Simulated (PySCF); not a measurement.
NICS in rings of unrelated molecules.

Definitions: NICS(0) = −σiso at the ring centroid; NICS(1) = −σiso and NICS(1)zz = −σzz at ±1 Å along the ring normal z. Level: GIAO PBE0/pcSseg-1 (PySCF, non-relativistic, gas phase) on the GFN2-xTB geometries, one conformer each. Atom numbers follow the mapped SMILES.

Question: Order these rings by mean NICS(1)zz, lowest (most negative) first (ppm).
A. ring C3–C4–Si7–C8–C9–O10 in `[CH3:1][CH2:2][C:3]1=[C:4]([O:5][CH3:6])[SiH2:7][CH:8]=[CH:9][O:10]1`
B. ring C3–C4–P5–C6–O11 in `[CH:1]#[C:2][c:3]1[cH:4][p:5][c:6]([C:7](=[O:8])[O:9][CH3:10])[o:11]1`
C. ring C2–C3–C4–C5–C8–C9 in `[CH3:1][c:2]1[cH:3][cH:4][c:5]([C:6]#[N:7])[cH:8][cH:9]1`
D. ring C4–C5–C6–C9–Si10 in `[CH3:1][C:2](=[O:3])[C@@H:4]1[CH2:5][C@H:6]([CH:7]=[O:8])[CH2:9][SiH2:10]1`
E. ring C3–C4–C5 in `[Cl:1][CH2:2][C@@H:3]1[CH2:4][C@@H:5]1[Cl:6]`
F. ring Si3–C5–Si6–C7 in `[CH3:1][NH:2][Si:3]1([CH3:4])[CH2:5][SiH2:6][CH2:7]1`
G. ring C3–C4–C5–C8 in `[CH:1]#[C:2][C@H:3]1[CH2:4][C:5](=[CH:6]\[F:7])/[C:8]1=[CH:9]/[F:10]`

Answer: C (-27.3), B (-23.5), E (-19.6), D (-5.6), A (0.0), G (2.0), F (3.4).

| SMILES | ring | NICS(0) | NICS(1) | NICS(1)zz | HOMA | rms pucker (Å) | ring atoms with four or more neighbours |
| --- | --- | --- | --- | --- | --- | --- | --- |
| Cc1ccc(C#N)cc1 | 6-membered carbocycle; formal bonds all aromatic | -8.8 | -11.2 | -27.3 | 0.99 | 0.00 | 0 |
| C#Cc1cpc(C(=O)OC)o1 | 5-membered ring with O and P; formal bonds all aromatic | -10.9 | -10.7 | -23.5 | 0.53 | 0.00 | 0 |
| ClC[C@@H]1C[C@@H]1Cl | 3-membered carbocycle; formal bonds all single | -40.8 | -8.2 | -19.6 | – | 0.00 | 3 |
| CC(=O)[C@@H]1C[C@H](C=O)C[SiH2]1 | 5-membered ring with Si; formal bonds all single | -6.6 | -4.8 | -5.6 | – | 0.22 | 5 |
| CCC1=C(OC)[SiH2]C=CO1 | 6-membered ring with O and Si; formal bonds 2 double, 4 single | -1.8 | -2.5 | 0.0 | – | 0.01 | 1 |
| C#C[C@H]1CC(=C\F)/C1=C/F | 4-membered carbocycle; formal bonds all single | -0.7 | -1.3 | 2.0 | – | 0.01 | 2 |
| CN[Si]1(C)C[SiH2]C1 | 4-membered ring with 2 Si; formal bonds all single | 0.2 | -1.4 | 3.4 | – | 0.02 | 4 |

NICS(0) gives another order. The isotropic NICS(1) gives another order. HOMA uses Krygowski's 1993 parameters; it is left out where a ring has a four-coordinate atom, a triple bond, no multiple bond or a kind of bond without parameters. NICS(1) and NICS(1)zz are means over the two faces.
